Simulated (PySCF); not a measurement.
# Working with the constants of SnF

UHF-CCSD(T) constants of SnF, ²Π (doublet), unpaired electrons π ↑ (basis Sn def2-SVPD with ECP28, F def2-SVPD; scalar-relativistic core potentials; PySCF 2.14; masses 119.9022 and 18.9984 u):

- ωe: 557.7 cm⁻¹
- ωexe: 2.41 cm⁻¹
- Be: 0.25844 cm⁻¹
- αe: 0.00161 cm⁻¹
- D (centrifugal): 2.22e-07 cm⁻¹
- De to Sn + F: 4.76 eV

Question: Give the vibrational terms G(v) and spacings up to v = 6.

Answer: G(v) = ωe(v+½) − ωexe(v+½)².

| v | G(v) (cm⁻¹) | G(v) − G(v−1) | Bv (cm⁻¹) |
| --- | --- | --- | --- |
| 0 | 278.2 |  | 0.2576 |
| 1 | 831.1 | 552.9 | 0.2560 |
| 2 | 1379.2 | 548.1 | 0.2544 |
| 3 | 1922.4 | 543.2 | 0.2528 |
| 4 | 2460.8 | 538.4 | 0.2512 |
| 5 | 2994.4 | 533.6 | 0.2496 |
| 6 | 3523.2 | 528.8 | 0.2480 |

Question: How well does the Morse estimate ωe²/(4ωexe) reproduce De, and what is D0?

Answer: It gives 4.00 eV, 84 % of the computed De. D0 = De − G(0) = 4.76 − 0.03 = 4.73 eV.

Correlated steps freeze 5 core orbitals. Correlated levels converge slowly with the basis: in double zeta they bind strong bonds too weakly, by up to about 1 eV, and carry superposition errors of some tenths. Spin–orbit coupling is left out, which matters for elements this heavy, above all for dissociation energies. The state was picked by a PBE0 search and need not be the measured ground state.
